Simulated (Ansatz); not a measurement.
**Question.** Name a neutral molecule of C, Cl, In and H with size of the dipole moment (PBE/def2-TZVPP) between 3.40 and 3.70 D and size of the dipole moment (ωB97M-V/def2-TZVPP) between 3.35 and 3.65 D (Ansatz, PBE0-D4/def2-TZVP geometry).

**Answer.** `C=[CH][In]([Cl])[Cl]` (3.66 D, 3.64 D). Other molecules can fit too; these were computed, each in one conformer that needn't be the lowest.
